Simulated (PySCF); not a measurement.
C3H6FNSi. Atoms are numbered in the order given.

```xyz
12

F      1.7433     0.0747    -1.2511
Si     0.9041     0.1503     0.1480
C     -0.5194     1.3326     0.0771
C     -1.6519     0.6161     0.1775
C     -1.5323    -0.8680     0.3599
N     -0.1290    -1.1952     0.4143
H      1.9778     0.3399     1.1585
H     -0.5326     2.4158    -0.0624
H     -2.6565     1.0524     0.1289
H     -2.0653    -1.3776    -0.4691
H     -2.0650    -1.1617     1.2866
H      0.1183    -2.1636     0.5583
```
Charge 0, spin multiplicity 1.

Geometry: PBE0-D3(BJ)/def2-SVP. The structure was generated by enumeration; whether it is a known compound was not checked. The values are those of a single conformer.

All values below come from PySCF with PBE0/def2-TZVP.

ESP charges are fitted to the potential on shells at 1.4 to 2.0 van der Waals radii. Atomic charges (e):

| atom | meta-Löwdin | ESP fit | Löwdin |
|---|---|---|---|
| F1 | -0.52 | -0.30 | -0.03 |
| Si2 | ___ | 0.71 | 0.12 |
| C3 | -0.41 | -0.40 | -0.25 |
| C4 | -0.08 | -0.05 | -0.16 |
| C5 | ___ | -0.04 | -0.30 |
| N6 | -0.59 | -0.63 | -0.06 |
| H7 | ___ | -0.12 | -0.04 |
| H8 | ___ | 0.18 | 0.14 |
| H9 | ___ | 0.12 | 0.14 |
| H10 | 0.12 | 0.11 | 0.14 |
| H11 | 0.12 | 0.09 | 0.14 |
| H12 | 0.24 | 0.35 | 0.17 |

Problem. Fill in the missing entries. (The exact figures need the calculation; the answer reports its results.)

Solution. 
- Si2, meta-Löwdin: 1.10
- C5, meta-Löwdin: -0.10
- H7, meta-Löwdin: -0.13
- H8, meta-Löwdin: 0.13
- H9, meta-Löwdin: 0.12

Computed Mayer and Wiberg (Löwdin basis) orders of the bonds:
```json
[
 {"bond": "F1–Si2", "Mayer": "1.08", "Wiberg": "1.66"},
 {"bond": "Si2–C3", "Mayer": "1.00", "Wiberg": "1.08"},
 {"bond": "C3–C4", "Mayer": "1.92", "Wiberg": "2.03"},
 {"bond": "C4–C5", "Mayer": "1.03", "Wiberg": "1.23"},
 {"bond": "Si2–N6", "Mayer": "1.17", "Wiberg": "1.39"},
 {"bond": "C5–N6", "Mayer": "1.04", "Wiberg": "1.36"},
 {"bond": "Si2–H7", "Mayer": "0.94", "Wiberg": "0.91"},
 {"bond": "C3–H8", "Mayer": "0.94", "Wiberg": "0.86"},
 {"bond": "C4–H9", "Mayer": "0.95", "Wiberg": "0.84"},
 {"bond": "C5–H10", "Mayer": "0.93", "Wiberg": "0.85"},
 {"bond": "C5–H11", "Mayer": "0.94", "Wiberg": "0.85"},
 {"bond": "N6–H12", "Mayer": "0.91", "Wiberg": "0.91"}
]
```
